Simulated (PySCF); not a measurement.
C5H8Si, SMILES C#CC([SiH2]C)=C.

Geometry optimised at B3LYP-D3(BJ)/def2-SVP. This is a generated structure with no PubChem entry under its InChIKey; it may be hypothetical. The values are those of a single conformer.

Two levels are set side by side: PBE/def2-TZVP (PySCF) and r2SCAN/def2-TZVP (PySCF). Same geometry, gas phase. Differences are taken from unrounded values.

```tsv
quantity	r2SCAN
orbital gap (eV)	4.33
highest occupied level (eV)	-6.32
lowest empty level (eV)	-1.98
dipole moment (D)	0.62
mean polarisability (bohr³)	87.5
```

Q: What does PBE give, and how far is it from r2SCAN? (Estimate from the structure and the level; the computed values follow.)

A: 
| quantity | PBE | PBE minus r2SCAN |
|---|---|---|
| orbital gap (eV) | 4.01 | -0.32 |
| highest occupied level (eV) | -6.15 | 0.17 |
| lowest empty level (eV) | -2.14 | -0.15 |
| dipole moment (D) | 0.62 | 0.00 |
| mean polarisability (bohr³) | 89.3 | 1.8 |

Rough cost on one machine, each run with all the roots and properties that it gave: r2SCAN against PBE about 4 times.
